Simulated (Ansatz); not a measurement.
Consider the formal hydrolysis of a Ga–O bond: `C[O][Ga]([F])[SH]` + H₂O → `[OH][Ga]([F])[SH]` + CH₃OH.

Program: Ansatz. Geometries: PBE0-D4/def2-TZVP. ΔE: electronic, gas phase. CCSD(T)/CBS is the MP2 limit (def2-TZVPP, def2-QZVPP) plus CCSD(T) − MP2 in def2-TZVPP, frozen cores. This one scheme is used for every species. DFT in def2-TZVPP. B3LYP here is the variant with VWN-RPA as its local correlation; programs differ in this. For Ga outer-core shells are correlated without core-valence functions, which leaves a few kJ/mol of doubt a bond. Scalar relativity is left out up to krypton. One conformer a species, not always the lowest.

```tsv
level	ΔE (kJ/mol)	difference from CCSD(T)/CBS
PBE-D4	-4.4	-3.3
r2SCAN-D4	-4.6	-3.5
PBE0-D4	-4.7	-3.6
B3LYP-D4	-3.1	-2.0
ωB97X-V	-5.3	-4.2
ωB97M-V	-5.3	-4.2
B2PLYP	-5.5	-4.4
PBE	-7.4	-6.3
r2SCAN	-5.5	-4.4
PBE0	-7.4	-6.3
B3LYP	-7.8	-6.7
HF/def2-TZVPP	-8.8	-7.7
MP2/def2-TZVPP	-2.0	-0.9
SCS-MP2/def2-TZVPP	-3.5	-2.4
CCSD/def2-TZVPP	-3.5	-2.4
CCSD(T)/def2-TZVPP	-2.4	-1.3
HF/def2-QZVPP	-8.4	-7.3
MP2/def2-QZVPP	-1.1	0.0
SCS-MP2/def2-QZVPP	-2.7	-1.6
HF/CBS(def2)	-8.4	-7.3
MP2/CBS(def2)	-0.7	0.4
CCSD/CBS(def2)	-2.2	-1.1
CCSD(T)/CBS	-1.1	0
```

Largest T1 diagnostic among the species: 0.014.

In def2-TZVPP, CCSD(T) changes the Hartree–Fock value by +6.4 kJ/mol (the triples alone add +1.1 kJ/mol) and MP2 by +6.8 kJ/mol. The D4 term adds +4.8 kJ/mol with B3LYP and +2.7 kJ/mol with PBE0; it sums over pairs of atoms, weighted by their polarisabilities, and B3LYP, whose exchange is more repulsive, gets the larger term.
